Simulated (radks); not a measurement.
Spin polarisation of the 3p5 shell in Ar+. Start: [Ne] 3s2 3p(up 2.5, down 2.5); electrons of 3p are moved from spin down to spin up, other shells keep equal spins. All-electron calculation, scalar-relativistic Kohn-Sham, BLYP, spin-polarised, spherical densities, finite nucleus; Fermi nuclear charge, rms radius of each element as measured or else 0.836 A^(1/3) + 0.57 fm. Program: a radial shooting solver on a logarithmic mesh with Libxc functionals.

| moment (Bohr magnetons) | E - E(0) (eV) | e(3p up) (eV) | e(3p down) (eV) | 3s down minus up (eV) | 2p down minus up (eV) |
|---|---|---|---|---|---|
| 0 | 0.000 | -21.972 | -21.972 | 0.000 | 0.000 |
| 0.25 | -0.016 | -22.099 | -21.841 | 0.282 | 0.066 |
| 0.5 | -0.064 | -22.220 | -21.705 | 0.563 | 0.131 |
| 0.75 | -0.145 | -22.336 | -21.564 | 0.843 | 0.197 |
| 1 | -0.257 | -22.446 | -21.419 | 1.121 | 0.262 |

At moment 1 the spin-polarisation energy is -0.257 eV and the 3p exchange splitting 1.026 eV, that is 1.026 eV per Bohr magneton; E = -I m^2/4 would give I = 1.029 eV.
